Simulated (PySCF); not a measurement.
Several molecules and their computed UV-vis stick spectra, shuffled. Method used: TDDFT PBE0/def2-SVPD, vertical, gas phase, core orbitals frozen in the response in PySCF 2.14.0, density-fitted response routines. Geometries: GFN2-xTB; one conformer of each isolated species. Triplets are in the Tamm–Dancoff approximation.

A. `C[C@@]12C[C@@H]1CC[C@H]2Cl`
B. `C#CC1=C(Cl)C=CC1`
C. `C#CC(=O)OCC(Cl)Cl`

Lowest singlet levels (six at most, fewer where fewer were computed) with oscillator strengths:

1. 4.90 eV (f 0.000); 5.72 eV (f 0.000); 6.09 eV (f 0.114); 6.19 eV (f 0.011); 6.28 eV (f 0.001); 6.85 eV (f 0.006); T1 4.45 eV
2. 7.17 eV (f 0.010); 7.33 eV (f 0.003); 7.42 eV (f 0.025); 7.56 eV (f 0.030); 7.72 eV (f 0.010); 7.82 eV (f 0.012); T1 6.61 eV
3. 4.31 eV (f 0.232); 5.05 eV (f 0.000); 5.72 eV (f 0.000); 5.85 eV (f 0.039); 5.91 eV (f 0.006); 6.16 eV (f 0.012); T1 2.52 eV

Question: Which spectrum belongs to which structure?

Answer: 1 = C, 2 = A, 3 = B.
- A: S1 at 7.17 eV, HOMO→LUMO (58%), HOMO→LUMO+1 (21%); Löwdin shares by element: HOMO carbon 52% or more, chlorine 10% (atoms not listed hold the other 38%); LUMO chlorine 25%, carbon 22% or more, hydrogen 6% or more (atoms not listed hold the other 46%); HOMO -7.79 and LUMO 0.67 eV.
- B: S1 at 4.31 eV, HOMO→LUMO (97%); Löwdin shares by element: HOMO carbon 65% or more (atoms not listed hold the other 35%); LUMO carbon 60% or more (atoms not listed hold the other 40%); HOMO -6.37 and LUMO -1.54 eV; point group Cs, 2 of its 6 listed states under f = 0.0005.
- C: S1 at 4.90 eV, HOMO→LUMO (74%), HOMO-2→LUMO (17%); Löwdin shares by element: HOMO carbon 28% or more, oxygen 28% or more, chlorine 14% or more (atoms not listed hold the other 29%); LUMO carbon 62% or more, oxygen 21% or more (atoms not listed hold the other 17%); HOMO -8.70 and LUMO -1.88 eV.
